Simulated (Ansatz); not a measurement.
Ge(OMe)2 (C₂H₆GeO₂). Charge 0, multiplicity 1. Geometry PBE0-D4/def2-SVP.

```xyz
11

C    -0.921    0.641    1.269
C     0.898   -1.062   -0.968
Ge    0.097    1.779   -1.276
O    -0.628    1.652    0.352
O     0.724    0.148   -1.642
H    -0.055    0.418    1.919
H    -1.234   -0.302    0.787
H    -1.747    0.972    1.923
H    -0.012   -1.687   -1.012
H     1.165   -0.928    0.095
H     1.713   -1.631   -1.447
```

LC-ωPBE has ω = 0.4 bohr⁻¹. Another isomer (singlet) lies 0.41 eV lower at PBE0-D4/def2-TZVP; other spin states weren't run for this one.

Q: Estimate the orbital energies around the gap (eV) in Ansatz with HF/STO-3G, HF/def2-TZVP, PBE0-D4/def2-SVP, PBE0-D4/def2-TZVP, LC-ωPBE/def2-TZVP.

A: 
```json
{"orbital": "HOMO−13", "HF/STO-3G": "-17.19", "HF/def2-TZVP": "-35.85", "PBE0-D4/def2-SVP": "-27.16", "PBE0-D4/def2-TZVP": "-27.58", "LC-ωPBE/def2-TZVP": "-30.35"}
{"orbital": "HOMO−12", "HF/STO-3G": "-17.18", "HF/def2-TZVP": "-25.26", "PBE0-D4/def2-SVP": "-19.12", "PBE0-D4/def2-TZVP": "-19.30", "LC-ωPBE/def2-TZVP": "-22.64"}
{"orbital": "HOMO−11", "HF/STO-3G": "-17.11", "HF/def2-TZVP": "-24.68", "PBE0-D4/def2-SVP": "-18.50", "PBE0-D4/def2-TZVP": "-18.72", "LC-ωPBE/def2-TZVP": "-21.95"}
{"orbital": "HOMO−10", "HF/STO-3G": "-16.61", "HF/def2-TZVP": "-19.29", "PBE0-D4/def2-SVP": "-14.92", "PBE0-D4/def2-TZVP": "-14.95", "LC-ωPBE/def2-TZVP": "-18.11"}
{"orbital": "HOMO−9", "HF/STO-3G": "-15.48", "HF/def2-TZVP": "-17.21", "PBE0-D4/def2-SVP": "-13.22", "PBE0-D4/def2-TZVP": "-13.21", "LC-ωPBE/def2-TZVP": "-16.10"}
{"orbital": "HOMO−8", "HF/STO-3G": "-15.08", "HF/def2-TZVP": "-17.00", "PBE0-D4/def2-SVP": "-12.63", "PBE0-D4/def2-TZVP": "-12.67", "LC-ωPBE/def2-TZVP": "-15.81"}
{"orbital": "HOMO−7", "HF/STO-3G": "-14.89", "HF/def2-TZVP": "-16.95", "PBE0-D4/def2-SVP": "-12.63", "PBE0-D4/def2-TZVP": "-12.66", "LC-ωPBE/def2-TZVP": "-15.79"}
{"orbital": "HOMO−6", "HF/STO-3G": "-14.76", "HF/def2-TZVP": "-16.56", "PBE0-D4/def2-SVP": "-12.28", "PBE0-D4/def2-TZVP": "-12.30", "LC-ωPBE/def2-TZVP": "-15.38"}
{"orbital": "HOMO−5", "HF/STO-3G": "-13.94", "HF/def2-TZVP": "-16.27", "PBE0-D4/def2-SVP": "-11.99", "PBE0-D4/def2-TZVP": "-12.02", "LC-ωPBE/def2-TZVP": "-15.05"}
{"orbital": "HOMO−4", "HF/STO-3G": "-10.08", "HF/def2-TZVP": "-13.32", "PBE0-D4/def2-SVP": "-9.22", "PBE0-D4/def2-TZVP": "-9.37", "LC-ωPBE/def2-TZVP": "-12.23"}
{"orbital": "HOMO−3", "HF/STO-3G": "-9.41", "HF/def2-TZVP": "-12.49", "PBE0-D4/def2-SVP": "-8.61", "PBE0-D4/def2-TZVP": "-8.68", "LC-ωPBE/def2-TZVP": "-11.55"}
{"orbital": "HOMO−2", "HF/STO-3G": "-8.14", "HF/def2-TZVP": "-11.80", "PBE0-D4/def2-SVP": "-7.88", "PBE0-D4/def2-TZVP": "-7.99", "LC-ωPBE/def2-TZVP": "-10.75"}
{"orbital": "HOMO−1", "HF/STO-3G": "-8.10", "HF/def2-TZVP": "-11.77", "PBE0-D4/def2-SVP": "-7.74", "PBE0-D4/def2-TZVP": "-7.86", "LC-ωPBE/def2-TZVP": "-10.61"}
{"orbital": "HOMO", "HF/STO-3G": "-7.23", "HF/def2-TZVP": "-10.28", "PBE0-D4/def2-SVP": "-7.63", "PBE0-D4/def2-TZVP": "-7.74", "LC-ωPBE/def2-TZVP": "-10.38"}
{"orbital": "LUMO", "HF/STO-3G": "5.64", "HF/def2-TZVP": "1.56", "PBE0-D4/def2-SVP": "-1.35", "PBE0-D4/def2-TZVP": "-1.47", "LC-ωPBE/def2-TZVP": "0.71"}
{"orbital": "LUMO+1", "HF/STO-3G": "10.88", "HF/def2-TZVP": "3.71", "PBE0-D4/def2-SVP": "1.34", "PBE0-D4/def2-TZVP": "0.97", "LC-ωPBE/def2-TZVP": "3.12"}
{"orbital": "LUMO+2", "HF/STO-3G": "12.32", "HF/def2-TZVP": "4.11", "PBE0-D4/def2-SVP": "1.41", "PBE0-D4/def2-TZVP": "0.99", "LC-ωPBE/def2-TZVP": "3.21"}
{"orbital": "LUMO+3", "HF/STO-3G": "18.37", "HF/def2-TZVP": "4.88", "PBE0-D4/def2-SVP": "2.46", "PBE0-D4/def2-TZVP": "1.87", "LC-ωPBE/def2-TZVP": "4.05"}
{"orbital": "LUMO+4", "HF/STO-3G": "18.47", "HF/def2-TZVP": "5.07", "PBE0-D4/def2-SVP": "3.06", "PBE0-D4/def2-TZVP": "2.49", "LC-ωPBE/def2-TZVP": "4.57"}
{"orbital": "LUMO+5", "HF/STO-3G": "18.78", "HF/def2-TZVP": "5.69", "PBE0-D4/def2-SVP": "3.44", "PBE0-D4/def2-TZVP": "2.85", "LC-ωPBE/def2-TZVP": "4.99"}
```
